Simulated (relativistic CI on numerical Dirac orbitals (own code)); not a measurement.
## One change at a time: Ga27+

Base calculation: Dirac-Coulomb-Breit CI, KLI orbitals optimised for each configuration, model QED, unscaled Slater integrals.

Configurations in the expansion (outside the closed core 1s2): 2s², 2s2p, 2p², 2p3s, 2p3p, 2s3s, 2s3p, 2s3d, 2s4s, 2s4p, 2s4d, 2s4f, 2s5s, 2s5p, 3s², 2s5d, 2s5f, 2s5g, 3s3p, 3p². Levels of other configurations are missing.

The lowest level and the first level of each name with at least 55 % of one term (blank where a level has no safe partner in the second run):

| Level | Base (eV) | Shift (eV) |
| --- | --- | --- |
| 2s² ¹S0 | 0.00 | 0.00 |
| 2s2p ³P°0 | 52.84 | -0.21 |
| 2s2p ³P°1 | 59.76 | -0.51 |
| 2s2p ³P°2 | 85.78 | -0.19 |
| 2s2p ¹P°1 | 127.29 | -4.76 |
| 2p² ³P0 | 148.38 | -1.37 |
| 2p² ³P1 | 170.56 | -0.59 |
| 2p² ³P2 | 178.76 | -1.26 |
| 2p² ¹D2 | 210.55 | -1.47 |
| 2p² ¹S0 | 242.48 | -5.32 |
| 2s3s ³S1 | 1620.19 | -0.82 |
| 2s3s ¹S0 | 1630.76 | -1.78 |
| 2s3p ³P°0 | 1646.32 | -1.27 |
| 2s3p ³P°1 | 1646.56 | -1.23 |

At this charge energies of transitions that change n are usually good to better than 1 %, and those within a shell (Δn = 0) to a few per cent.

Q: One thing was changed in a second run, which moved the levels as shown. Which?
A. only the first 3 configurations
B. valence Slater integrals scaled by 0.9
C. QED terms removed
D. Breit term removed
E. configuration mixing switched off

A: B. Valence Slater integrals scaled by 0.9. Scaling acts on the splittings between terms and on the mixing, and leaves the fine structure of pure LS terms nearly alone; in jj coupling it moves the levels of one term differently.

LS names give the leading component of a level, which can be under half, so a name can repeat, a term be missing and a line seem to break the LS rules.
